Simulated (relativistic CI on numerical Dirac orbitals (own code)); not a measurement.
# Spin-allowed bands of a d8 ion in a tetrahedral site, by hand

Problem. Take Δ = 3200 cm⁻¹ and B = 570 cm⁻¹ for a d8 ion in a tetrahedral site. Calculate the three spin-allowed bands.

Working.
1. The terms of highest spin are 3F (energy 0) and 3P (15B = 8550 cm⁻¹). Here the F term splits into A2 at +1.2Δ = 3840, T2 at +0.2Δ = 640 and T1 at −0.6Δ = -1920 cm⁻¹.
2. The two T1 states mix through the element 0.4Δ: H = [[-1920, 1280], [1280, 8550]], with roots ½(H₁₁ + H₂₂) ∓ ½√[(H₂₂ − H₁₁)² + 4H₁₂²] = ½(6630) ∓ ½(10778) = -2074 and 8704 cm⁻¹.
3. The ground term is 3T1 at -2074 cm⁻¹.
4. Bands: 3T2 2714 cm⁻¹ (3684 nm), 3A2 5914 cm⁻¹ (1691 nm), 3T1(P) 10778 cm⁻¹ (928 nm).

Check. Exact diagonalisation of the whole d8 shell with these parameters gives 3T2 2714, 3A2 5914, 3T1 10778 cm⁻¹. The match is exact, since without spin-orbit coupling no other term has this spin. The ratio of the second band to the first, 2.179, depends on Δ/B = 5.6 alone, which is how a Tanabe-Sugano diagram is read.
